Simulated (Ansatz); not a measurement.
C₅H₁₃B⁺, that is BMe2(iPr) with one electron fewer. The state is a doublet with charge 1. Geometry PBE-D4/def2-SVP, that of the neutral singlet; atoms count from 1.

```xyz
19

B    -0.603    0.210   -0.468
C    -1.156   -0.093   -1.914
H    -1.330   -1.179   -2.074
H    -0.340    0.166   -2.631
H    -2.057    0.474   -2.220
C    -1.213    1.386    0.387
H    -2.162    0.983    0.816
H    -1.525    2.256   -0.228
H    -0.602    1.737    1.243
C     0.597   -0.668    0.107
C     0.324   -1.194    1.527
C     1.877    0.196    0.076
H     0.769   -1.543   -0.560
H    -0.574   -1.846    1.565
H     0.158   -0.362    2.244
H     1.181   -1.789    1.910
H     2.756   -0.379    0.440
H     2.120    0.555   -0.946
H     1.779    1.091    0.727
```

Question: Estimate the Mulliken populations from the PBE0/def2-TZVP orbitals of Ansatz.

Answer: 
| atom | charge (e) | spin (α − β) |
| --- | --- | --- |
| B1 | 0.14 | 0.20 |
| C2 | -0.40 | 0.08 |
| H3 | 0.19 | 0.00 |
| H4 | 0.20 | 0.00 |
| H5 | 0.21 | 0.04 |
| C6 | -0.41 | 0.06 |
| H7 | 0.21 | 0.00 |
| H8 | 0.21 | 0.03 |
| H9 | 0.17 | 0.00 |
| C10 | -0.11 | 0.34 |
| C11 | -0.35 | 0.04 |
| C12 | -0.37 | 0.04 |
| H13 | 0.17 | 0.02 |
| H14 | 0.19 | 0.01 |
| H15 | 0.17 | 0.00 |
| H16 | 0.21 | 0.07 |
| H17 | 0.21 | 0.07 |
| H18 | 0.18 | 0.00 |
| H19 | 0.17 | 0.00 |
Mulliken values depend strongly on the basis.

Question: Where does the spin sit?

Answer: Summed by element: B 0.20, C 0.57, H 0.23, of 1 unpaired in all. Largest on single atoms: C10 0.34, B1 0.20, C2 0.08.

Question: And the Mayer bond orders between heavy atoms (over 0.3)?

Answer: B1–C2 1.09 (1.58 Å); B1–C6 1.11 (1.58 Å); B1–C10 0.71 (1.59 Å); C10–C11 1.02 (1.54 Å); C10–C12 1.00 (1.54 Å).
